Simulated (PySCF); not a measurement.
C3H11BSi, SMILES CB(C)C[SiH3].

Geometry: PBE0-D3(BJ)/def2-SVP. This is a generated structure with no PubChem entry under its InChIKey; it may be hypothetical. The values are those of a single conformer.

Two levels are set side by side: TDDFT-PBE/def2-SVPD (PySCF) and TDDFT-CAM-B3LYP/def2-SVPD (PySCF). Vertical, same geometry. The lowest singlet is HOMO→LUMO 94 % with PBE and HOMO→LUMO 83 % with the other functional; states are paired by order. Differences are taken from unrounded values.

```tsv
quantity	TDDFT-CAM-B3LYP
lowest singlet excitation (eV)	6.52
lowest triplet excitation (TDA) (eV)	5.98
first bright state (f over 0.05) (eV)	7.85
its oscillator strength	0.14
```

Task: What does TDDFT-PBE give, and how far is it from TDDFT-CAM-B3LYP? (The exact figures need the calculation; the answer reports its results.)

Result: 
```csv
quantity,TDDFT-PBE,TDDFT-PBE minus TDDFT-CAM-B3LYP
lowest singlet excitation (eV),5.90,-0.62
lowest triplet excitation (TDA) (eV),5.36,-0.62
first bright state (f over 0.05) (eV),7.26,-0.59
its oscillator strength,0.17,0.03
```

Functionals without exact exchange tend to place singlet excitations lower, as here. Differences between two approximate levels are no errors against the true value.

Rough cost on one machine, each run with all the roots and properties that it gave: TDDFT-CAM-B3LYP against TDDFT-PBE about 8 times.
